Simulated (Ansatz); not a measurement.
Halogen abstraction

Start structure (GeH4Br, doublet), relaxed at PBE0-D4/def2-TZVP:

```tsv
atom	x (Å)	y (Å)	z (Å)
Br1	-0.8114	-0.8461	-0.0942
Ge2	0.7690	0.8265	0.1006
H3	-3.1944	-3.4439	-0.4229
H4	1.1591	1.2486	-1.3190
H5	0.1176	1.9773	0.8732
H6	1.9601	0.2377	0.8623
```

The step: GeH₃Br ([GeH3][Br]) + H → GeH₃ + HBr; bonds formed: Br1–H3; bonds broken: Br1–Ge2. Ansatz 0.2.0; basis: def2-TZVPP and def2-QZVPP; cores frozen in the correlated methods; orbitals are unrestricted. Filled d shells of the heavier atoms are correlated. The def2 sets are not built for correlating such inner shells, so the correlated values are less sure here. Extrapolation: Hartree–Fock as exp(−7.88 √X), correlation as X^−2.97. Energies below are by CCSD(T) at an estimated basis limit (MP2 extrapolated from triple and quadruple zeta, plus CCSD(T) − MP2 in triple zeta).

(1) What are the electronic barrier and the energy of the step, from the start structure to the end structure? (Judge from chemistry; the value comes from the calculation.)

No T1 diagnostic of these runs exceeds 0.014. ⟨S²⟩ of the unrestricted Hartree–Fock references: 0.75 to 0.80 (a pure state has 0.75).

Results:

(1) By the calculation: Barrier 8.36 kcal/mol; step energy -5.16 kcal/mol (downhill); reverse barrier, their difference, 13.52 kcal/mol. Barrier and step energy count from the start structure, the reverse barrier from the end structure.

The saddle point: One imaginary mode of 435i cm⁻¹.
```
   pair  start (Å)  saddle (Å)  end (Å)
 Br1–H3       3.54        1.78     1.42
Br1–Ge2       2.31        2.45     3.79
```

Zero-point energy (harmonic, PBE0-D4): ZPE is 15.31 kcal/mol at the start and 15.30 kcal/mol at the saddle, so the barrier goes from 8.36 to 8.35 kcal/mol.

Radical steps of this kind take place in plasma deposition and etching.

Labels in which every atom is bracketed show which atoms are joined, not bond orders.

For scale, one of the runs: CCSD(T)/def2-TZVPP, 152 basis functions, launched by `ansatz run in.yaml --threads 4 --pin off --events-out ev --progress --plain --max-ram 9574MiB`. The run took 100 s on 4 CPU threads of an Arm Neoverse V1 (shared host), with 2.6 GiB of host memory at its peak.
